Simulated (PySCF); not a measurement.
**Two-dimensional NMR puzzle**

Compound of formula C$_{6}$H$_{8}$OS. Correlations simulated from computed shifts and the bond graph:

HSQC (one-bond C–H):
```csv
δH,δC
7.40,146.3
6.67,118.4
6.56,113.9
3.70,35.7
1.81,19.2
```

COSY cross peaks (H two or three bonds apart, from the bond graph; peaks can be absent where the dihedral angle is near 90°):
```csv
δH,δH
7.40,6.67
6.67,6.56
```

HMBC (two and three bonds, from the bond graph):
```csv
δH,δC
7.40,"163.4, 118.4, 113.9"
6.67,"163.4, 146.3, 113.9"
6.56,"163.4, 146.3, 118.4, 35.7"
3.70,"163.4, 113.9, 19.2"
1.81,35.7
```

Carbons without hydrogens: δ 163.4.

[PySCF 2.14: PBE0-D3(BJ)/def2-TZVP geometry; B97-2/pcSseg-2 with gauge-including orbitals; in vacuum; a single conformation; non-relativistic Hamiltonian; one averaged value for each set of equivalent atoms]

Referencing at the same level of theory: ¹H (σ = 31.64 ppm), ¹³C (σ = 185.38 ppm) vs TMS.

Exchangeable hydrogens are left out of these lists.

Problem. Which molecule is this?

Solution. SMILES CSCc1ccco1.

Atoms are numbered as in `[CH3:1][S:2][CH2:3][c:4]1[cH:5][cH:6][cH:7][o:8]1`; H(Xn) means a hydrogen on atom n.

- δC 163.4 is C4, a substituted aromatic carbon next to the ring oxygen.
- δC 146.3 is C7, an aromatic CH next to the ring oxygen (δH 7.40).
- δC 118.4 is C6, an aromatic CH (δH 6.67).
- δC 113.9 is C5, an aromatic CH (δH 6.56).
- δC 35.7 is C3, an sp3 CH2 bonded to S, on an aromatic ring (δH 3.70).
- δC 19.2 is C1, a methyl carbon bonded to S (δH 1.81).
- HMBC from δH 7.40 reaches the proton-free carbon C4.
- HMBC from δH 6.67 reaches the proton-free carbon C4.
- HMBC from δH 6.56 reaches the proton-free carbon C4.
- HMBC from δH 3.70 reaches the proton-free carbon C4.
- COSY links 7.40–6.67, 6.67–6.56.

The data come from this structure; uniqueness wasn't tested.

Shifts are as computed. Against solution values, carbons near 30 ppm lie about +3 ppm off and those near 130 ppm about +7 ppm; carbons on S a further +4 ppm. Of 1309 compounds with measured shifts, 239 miss one by over three times the rms of a fit or turn the order of signals round; such compounds aren't used in these exercises.
